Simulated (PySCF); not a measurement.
## Electron correlation in Te(3+) (tellurium, charge +3)

[Kr] 4d10 5s2 5p1, 2P determinant. All numbers are calculated (PySCF 2.14, scalar relativity through the core potential, in def2-TZVPPD with the def2 core potential (28 electrons) (7s6p4d2f, 59 functions)). Frozen: nothing; 21 electrons correlated.

```csv
level,correlation energy (mhartree)
CCSD,-410.30
(T),-6.37
CCSD(T),-416.67
```

Diagnostics: T1 = 0.0063, D1 = 0.0290, largest double amplitude 0.075.

Cost of the coupled-cluster step: roughly 28 core-seconds, for 21 correlated electrons.

Iterations:

```
CC2 = 0
CCSD nocc = (np.int64(11), np.int64(10)), nmo = (59, 59)
frozen orbitals [[], []]
max_cycle = 100
direct = 0
conv_tol = 1e-08
conv_tol_normt = 1e-06
diis_space = 8
diis_start_cycle = 0
Init t2, MP2 energy = -0.430547242535106
Init E_corr(UCCSD) = -0.430547242535659
cycle = 1  E_corr(UCCSD) = -0.402473731689168  dE = 0.0280735108  norm(t1,t2) = 0.0469466
cycle = 2  E_corr(UCCSD) = -0.409969616740661  dE = -0.00749588505  norm(t1,t2) = 0.0119998
cycle = 3  E_corr(UCCSD) = -0.409839721737034  dE = 0.000129895004  norm(t1,t2) = 0.00433555
cycle = 4  E_corr(UCCSD) = -0.410316241972595  dE = -0.000476520236  norm(t1,t2) = 0.00107638
cycle = 5  E_corr(UCCSD) = -0.410307211803479  dE = 9.03016912e-06  norm(t1,t2) = 0.000161246
cycle = 6  E_corr(UCCSD) = -0.410303232569808  dE = 3.97923367e-06  norm(t1,t2) = 2.21987e-05
cycle = 7  E_corr(UCCSD) = -0.410304235407619  dE = -1.00283781e-06  norm(t1,t2) = 4.40866e-06
cycle = 8  E_corr(UCCSD) = -0.410304242626411  dE = -7.21879195e-09  norm(t1,t2) = 5.22516e-07
UCCSD converged
E(UCCSD) = -265.4662740680459  E_corr = -0.4103042426264114
UCCSD(T) correction = -0.00636918600464713
```

The basis has no tight functions for the innermost shells, so their pair energies are far from complete.

This basis was not built for core-valence correlation, so the inner-shell part is incomplete.
